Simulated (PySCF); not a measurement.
## Selenium: a sound run and one with changed settings

Sound run: Se²⁺ [Ar] 3d10 4s2 4p2, Se³⁺ [Ar] 3d10 4s2 4p1. Calculation: PySCF 2.14, in cc-pVDZ-PP with ECP10MDF (4s3p2d, 23 functions); a scalar-relativistic core potential. In the sound run the correlated levels freeze 3s2 3p6 3d10 outside the core potential. The sound run starts from symmetry-adapted Hartree-Fock orbitals and uses a fine grid where one is needed.

Changed run: all electrons correlated in a basis built for the valence shell.

```
species  method  sound run (hartree)  changed run (hartree)  converged
   Se²⁺     MP2           -370.80963             -370.83011        yes
   Se³⁺     MP2           -369.66222             -369.68161        yes
```

Ionisation energy of Se²⁺:

```tsv
method	sound run (eV)	changed run (eV)
UHF	30.962	30.962
MP2	31.222	31.252
SCS-MP2	31.161	31.177
```

A valence basis has no tight correlating functions, so it recovers only part of the core correlation, and not evenly between atom and ion.

For comparison, NIST gives 31.697 ± 0.019 eV between the lowest levels.
